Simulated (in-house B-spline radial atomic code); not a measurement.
Radial electron density of Ga6+, [Ar] 3d7. Level of theory: scalar-relativistic (X2C) PW91, spin-polarised, spherical fractional occupations, Fermi nucleus of rms radius 3.9973 fm; calculated with a B-spline radial code for spherical atoms.

One-electron X2C: radii and densities carry no picture-change correction, so inner-shell <1/r> comes out high (for 1s by about 2 % at Z = 33, 5 % at 54, 10 % at 75, 30 % at 118) and <r> low.

Columns: r (bohr), 4πr²n(r) (electrons per bohr), bar.

```
 0.00184    1.102 #
 0.00219    1.488 #
 0.00261    2.007 ##
 0.00311    2.694 ###
 0.00371    3.604 ####
 0.00441    4.762 #####
 0.00526    6.279 ######
 0.00626    8.175 ########
 0.00746    10.55 ###########
 0.00888    13.41 #############
  0.0106    16.84 #################
  0.0126    20.64 #####################
   0.015    24.79 #########################
  0.0179    29.05 #############################
  0.0213    32.92 #################################
  0.0254    36.01 ####################################
  0.0302    37.78 ######################################
   0.036    37.93 ######################################
  0.0428    36.49 #####################################
   0.051    33.98 ##################################
  0.0608    31.52 ################################
  0.0724    30.51 ###############################
  0.0862    31.98 ################################
   0.103       36 ####################################
   0.122    40.68 #########################################
   0.146    43.82 ############################################
   0.174     42.6 ###########################################
   0.207     36.8 #####################################
   0.246    28.79 #############################
   0.293    22.34 ######################
   0.349     20.4 ####################
   0.416     22.5 #######################
   0.495    25.09 #########################
    0.59    24.64 #########################
   0.703    20.21 ####################
   0.837    13.69 ##############
   0.997    7.589 ########
    1.19    3.388 ###
    1.41    1.271 #
    1.68   0.3692 
    2.01  0.07942 
    2.39  0.01268
```

On this grid the curve has 3 maxima, near 0.036, 0.146, 0.495 bohr.

The 3d up radial function P(r) = rR(r), positive near the nucleus:

| r (bohr) | P |
| --- | --- |
| 0.015 | 0.001293 |
| 0.0213 | 0.003424 |
| 0.0302 | 0.008831 |
| 0.0428 | 0.02205 |
| 0.0608 | 0.05299 |
| 0.0862 | 0.1194 |
| 0.122 | 0.2475 |
| 0.174 | 0.4689 |
| 0.246 | 0.7658 |
| 0.349 | 1.066 |
| 0.495 | 1.212 |
| 0.703 | 1.084 |
| 0.997 | 0.7305 |
| 1.41 | 0.3453 |
| 2.01 | 0.09685 |
